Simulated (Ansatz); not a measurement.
CH₃AuF₃P, SMILES `[CH3][Au-][P+](F)(F)F`. The species carries charge 0 and has multiplicity 1. Au: def2 effective core potential.

| atom | x (Å) | y (Å) | z (Å) |
| --- | --- | --- | --- |
| C1 | -0.588 | 1.177 | -1.828 |
| Au2 | -0.052 | 0.104 | -0.161 |
| P3 | 0.531 | -1.063 | 1.651 |
| F4 | -0.537 | -1.959 | 2.330 |
| F5 | 1.034 | -0.291 | 2.898 |
| F6 | 1.678 | -2.101 | 1.525 |
| H7 | -0.311 | 2.228 | -1.712 |
| H8 | -1.668 | 1.121 | -1.988 |
| H9 | -0.086 | 0.784 | -2.715 |

Q: What are the harmonic wavenumbers in cm⁻¹ at PBE0-D4/def2-TZVP (Ansatz, finite differences of forces, unscaled)? (Best estimate.)

A: The calculation gave: 36, 78, 78, 205, 205, 216, 368, 368, 516, 561, 736, 736, 921, 929, 929, 1216, 1445, 1445, 3044, 3129, 3129.

Q: Is this a minimum?

A: Yes, all 21 modes are real.

Q: Give the ideal-gas thermochemistry at 298.15 K and 1 bar (rigid rotor, harmonic oscillator; point group C3, symmetry number 3).

A: Zero-point energy 121.4 kJ/mol; H(298) − E = 145.8 kJ/mol; entropy 392.4 J/(mol·K), of which translation 180.0, rotation 112.6, vibration 99.8; G(298) − E = 28.8 kJ/mol. Modes under 100 cm⁻¹ are hindered rotations or soft bends, so the harmonic entropy is rough.
